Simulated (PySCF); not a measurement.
## Pd(OH)₂, singlet: computed properties

Level of theory: PBE0/[Pd def2-TZVP with ECP28, O def2-TZVP, H def2-TZVP], scalar-relativistic core potentials, density fitting, no spin–orbit coupling, PySCF.

The structure is a saddle point with 1 imaginary mode.

```json
{
  "Point group": "C2h",
  "Bond lengths": "O–H 0.966 Å (×2), Pd–O 1.856 Å (×2)",
  "Bond angles": "H–O–Pd 114.9° (×2), O–Pd–O 180.0°",
  "Principal quadrupole moments (Buckingham, traceless) about the centre of mass": "-10.72, -1.87, 12.59 D Å",
  "Rotational constants": "11.93, 0.1397, 0.1381 cm⁻¹",
  "Principal polarisabilities": "30.7, 33.8, 72.0 bohr³",
  "Zero-point energy (real modes)": "68.3 kJ/mol",
  "Atomisation energy without zero-point energy": "1257 kJ/mol",
  "Dipole moment": "0.00 D",
  "Highest occupied level": "-7.02 eV",
  "Lowest empty level": "-5.08 eV"
}
```

Harmonic modes (masses in u: Pd 105.903, O 15.995, H 1.008):
```csv
symmetry,ω (cm⁻¹),IR (km/mol)
au,164i,–
bu,229,11.6
ag,612,0.0
bu,715,12.0
ag,716,0.0
bu,759,324
au,780,163
bu,3805,241
ag,3809,0.0
```

In C2h the vibrations span 2au + 4bu + 3ag. The ag modes carry no infrared intensity, as symmetry demands. With a centre of inversion only u modes can be infrared active and only g modes Raman active.

Charges (e):
| atom | Mulliken | Löwdin | polar tensor | Mayer order to Pd1 |
| --- | --- | --- | --- | --- |
| Pd1 | 0.48 | 0.26 | 0.68 | – |
| O2,3 | -0.58 | -0.29 | -0.62 | 1.08 |
| H4,5 | 0.34 | 0.16 | 0.28 | 0.00 |
Other Mayer orders above 0.3: O–H 0.88 (×2).

Mulliken populations on Pd1 (electrons outside its core potential): s 2.83, p 6.14, d 8.54, f 0.01.

Other isomers or separated fragments may lie lower. At this level a singlet minimum of C2 symmetry lies 57 kJ/mol below this structure.

The final relaxation and frequency run took about 100 core-seconds on a shared host.
